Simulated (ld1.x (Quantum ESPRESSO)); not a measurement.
# arsenic (As), TM semilocal: configuration errors across variants

ld1.x (Quantum ESPRESSO) 7.5 input, shortened:

```
&input
   title='As', zed=33., rel=1, dft='PBE', iswitch=3,
   config='[Ar] 3d10 4s2 4p3'
 /
 &inputp
   pseudotype=1, tm=.true., lloc=1,
   nlcc=.false.
 /
3
3S  1  0   2.00   0.00  0.85  0.85  0.0
3D  3  2  10.00   0.00  0.80  0.80  0.0
3P  2  1   6.00   0.00  0.90  0.90  0.0
 &test
   configts(1)='3s2 3p6 3d10 4s2 4p3'
 /
```

Occupied shells without a wave of their own: 4p, 4s. They enter only through the test configuration that unscreens the potential.

All-electron excitation energies from the reference (eV): (1) 3s2 3p6 3d10 4s2 4p2 9.149; (2) 3s2 3p6 3d10 4s2 4p1 27.067; (3) 3s2 3p6 3d10 4s2 4p0 54.770; (4) 3s2 3p6 3d10 4s0 4p5 19.056; (5) 3s2 3p5 3d10 4s2 4p3 144.408; (6) 3s2 3p6 3d9 4s2 4p4 40.098; (7) 3s2 3p6 3d10 4s1 4p4 9.417.

A semilocal file is local in each channel, so a ghost entry of none says nothing of the separable form that plane-wave codes build from it.

For the base: The 4p, 4s levels have no wave, so the channel is fitted at the deeper level alone: the likely source of the large errors.

The file “base” misses its own reference levels by 1.2 eV. The file “wave 3s (bound): rc 0.85 bohr becomes 3s (bound): rc 0.68 bohr” misses its own reference levels by 0.3 eV. The file “wave 3s (bound): rc 0.85 bohr becomes 3s (bound): rc 0.82 bohr” misses its own reference levels by 1.0 eV. The file “wave 3s (bound): rc 0.85 bohr becomes 3s (bound): rc 0.94 bohr” misses its own reference levels by 2.1 eV. The file “wave 3s (bound): rc 0.85 bohr becomes 3s (bound): rc 1.14 bohr” misses its own reference levels by 4.9 eV. The file “wave 3s (bound): rc 0.85 bohr becomes 3s (bound): rc 1.28 bohr” misses its own reference levels by 6.7 eV.

Errors AE − PS in meV (a dash: test not solved or not reliable):

| change | (1) | (2) | (3) | (4) | (5) | (6) | (7) | bound ghosts |
| --- | --- | --- | --- | --- | --- | --- | --- | --- |
| base | -128 | -335 | -622 | -2409 | +20 | +223 | -1161 | none |
| wave 3s (bound): rc 0.85 bohr becomes 3s (bound): rc 0.60 bohr | -123 | -314 | -580 | -114 | -39 | +162 | -58 | none |
| wave 3s (bound): rc 0.85 bohr becomes 3s (bound): rc 0.68 bohr | -124 | -317 | -586 | -399 | -31 | +170 | -196 | none |
| wave 3s (bound): rc 0.85 bohr becomes 3s (bound): rc 0.82 bohr | -127 | -332 | -615 | -2039 | +12 | +214 | -984 | none |
| wave 3s (bound): rc 0.85 bohr becomes 3s (bound): rc 0.94 bohr | -132 | -351 | -656 | -4392 | +53 | +263 | -2109 | none |
| wave 3s (bound): rc 0.85 bohr becomes 3s (bound): rc 1.14 bohr | -165 | -455 | -872 | -10487 | -75 | +211 | -5012 | none |
| wave 3s (bound): rc 0.85 bohr becomes 3s (bound): rc 1.28 bohr | -273 | -748 | -1420 | -14204 | -691 | -226 | -6793 | none |

**Question.** Give the same row for: wave 3s (bound): rc 0.85 bohr becomes 3s (bound): rc 1.06 bohr.

**Answer.** -138, -377, -716, -7971, +76, +308, -3813; bound ghosts: none.
